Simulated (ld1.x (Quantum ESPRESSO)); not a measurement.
## Transferability test, TM semilocal potential for Pt

```
Element                 : platinum
Generator               : ld1.x (Quantum ESPRESSO) 7.5
Type                    : norm-conserving Troullier–Martins (semilocal form)
Functional              : PBE
Relativity              : scalar-relativistic
Frozen core             : [Xe]
Valence charge          : 24
Reference configuration : 4f13 5d10 6s1 6p0
Partial waves           : 6p (bound, empty): rc 3.25 bohr; 5d (bound): rc 1.75 bohr; 4f (bound): rc 0.60 bohr; 6s (bound): rc 2.35 bohr
Local potential         : the s channel
Core correction         : a·sin(br)/r model core inside 0.40 bohr
```

Energies are relative to the spin-unpolarised reference configuration 4f13 5d10 6s1 6p0; without spin polarisation the order of configurations can differ from experiment. The frozen-core shift is the all-electron ΔE with the core orbitals held at their reference shape minus the fully relaxed ΔE.

```csv
valence configuration,charge,ΔE all-electron (eV),error AE − PS (meV),frozen-core shift (meV)
4f14 5d9 6s0 6p0,+1,-59.728,-1769,+1151
4f14 5d8 6s0 6p0,+2,-39.762,-1655,+976
4f14 5d9 6s0 6p1,0,-63.873,-1650,+1121
4f13 5d10 6s0 6p0,+1,9.212,-17,+5.3
4f14 5d8 6s1 6p1,0,-62.354,-1314,+943
```

Problem. What are ΔE and the potential's error for 4f14 5d9 6s1 6p0?

Solution. ΔE = -68.922 eV all-electron; the error (AE − PS) is -1525 meV.

Problem. What are ΔE and the potential's error for 4f14 5d9.5 6s0.5 6p0?

Solution. ΔE = -69.045 eV all-electron; the error (AE − PS) is -1687 meV.

Levels in the configuration 4f14 5d8 6s0 6p0:

```
level  all-electron (eV)  pseudo (eV)
   4f            -91.097      -88.025
   5d            -25.878      -25.767
```

A Bessel basis up to 400 Ry misses an occupied level by 2.02 Ry, so cutoffs and ghosts were not judged.
